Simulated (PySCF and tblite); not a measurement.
The numbers below are computed, except where a source is named.
C6H5BrO, numbered as in [OH:1][c:2]1[cH:3][cH:4][cH:5][cH:6][c:7]1[Br:8].

Search: ETKDG and KDG, MMFF94s, GFN2-xTB, 60 starts; geometries at GFN2-xTB. Free energies are PBE0-D3(BJ)/pcSseg-1 single points with GFN2-xTB rigid-rotor and vibrational terms (modes under about 100 cm⁻¹ blended into free rotors). Symmetry numbers and mirror images are counted. Conformers within 2.5 kcal/mol (GFN2-xTB free energy) were kept, 3 at most. Couplings: B3LYP/6-31G* with pcJ-1 on H (gas phase; spin-dipole term only for pairs with B, N, F, Si or P). Couplings are for ¹H. H–H couplings come out 0.1 to 0.9 Hz lower than with pcJ-1 on all atoms. (PySCF 2.14, tblite 0.8.)

Torsions listed: H1–O1–C2–C3.

```
conformer  shape  weight %
        1   180°      99.8
        2     0°       0.2
```

Q: Give the couplings in each conformer and the averages at 298.15 K (pairs that fast motion interchanges averaged).

A: 
```tsv
coupling	pairs	1	2	average (Hz)
³J(H3,H4)	1	9.2	8.9	9.2
³J(H4,H5)	1	8.3	8.5	8.3
³J(H5,H6)	1	9.5	9.3	9.5
```

Spin–orbit effects of the heavy atoms on shieldings are missing.
